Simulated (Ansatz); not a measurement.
Consider the cleavage of the Sn–B bond: `[BH2][SnH]([OH])[F]` + NH₃ → `[NH2][SnH]([OH])[F]` + BH₃.

Isolated molecules relaxed with PBE0-D4/def2-TZVP in Ansatz; ΔE leaves out vibrations. CCSD(T)/CBS is the MP2 limit (def2-TZVPP, def2-QZVPP) plus CCSD(T) − MP2 in def2-TZVPP, frozen cores. This one scheme is used for every species. Functionals use def2-TZVPP. B3LYP here is the variant with VWN-RPA as its local correlation; programs differ in this. Elements past krypton have def2 core potentials. For Sn outer-core shells are correlated without core-valence functions, which leaves a few kJ/mol of doubt a bond. Each species was taken in one conformer, which may not be the lowest.

CCSD(T)/CBS gives -9.7 kJ/mol.

Problem. Another level gave -10.0 kJ/mol. Which?
A. MP2/def2-TZVPP
B. B3LYP/def2-TZVPP
C. revPBE/def2-TZVPP
D. BHLYP-D4/def2-TZVPP

Solution. D. BHLYP-D4 -10.0, B3LYP -5.9, MP2/def2-TZVPP -14.2, revPBE 1.7 kJ/mol.

Largest T1 diagnostic among the species: 0.014.

From BLYP to BHLYP (50 % exact exchange), in def2-TZVPP and without D4, ΔE moves by −4.9 kJ/mol. Leaving LDA and LC-ωPBE aside and taking each functional with its dispersion term where it has one, the values, not all of them listed here, spread over 11.2 kJ/mol, from B2PLYP to PBE-D4.
